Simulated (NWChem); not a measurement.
System: BH₂OBr; SMILES OBBr

Input file for NWChem:

```
start job
memory heap 200 mb stack 900 mb global 1100 mb
geometry units angstroms
  B     -0.574275     1.095668     0.000000
  H     -1.759314     1.289799     0.000000
  Br     0.078299    -0.720051     0.000000
  O      0.269350     2.131727     0.000000
  H      1.200799     1.878180     0.000000
end
basis spherical
  B library 6-31g*
  H library 6-31g*
  Br library 6-31g*
  O library 6-31g*
end
dft
  xc hfexch
  iterations 150
end
driver
  maxiter 120
end
task dft optimize
task dft freq
```

This build's default masses of Se (78.918 u) and Br (79.917 u) are each other's, which moves their modes by up to 0.6 %.

The level has its own optimisation; frequencies are unscaled.

What results follow from this input? (Hartree-Fock/6-31G* (spherical d).) Quantities: r B–H (Å); r B–Br (Å); r B–O (Å); r H–O (Å); highest harmonic frequency (cm⁻¹); lowest (cm⁻¹); zero-point energy (kcal/mol); dipole (D).


| Property | Result |
|---|---|
| r B–H (Å) | 1.177 |
| r B–Br (Å) | 1.953 |
| r B–O (Å) | 1.329 |
| r H–O (Å) | 0.949 |
| highest harmonic frequency (cm⁻¹) | 4086 |
| lowest (cm⁻¹) | 347 |
| zero-point energy (kcal/mol) | 19.0 |
| dipole (D) | 1.24 |
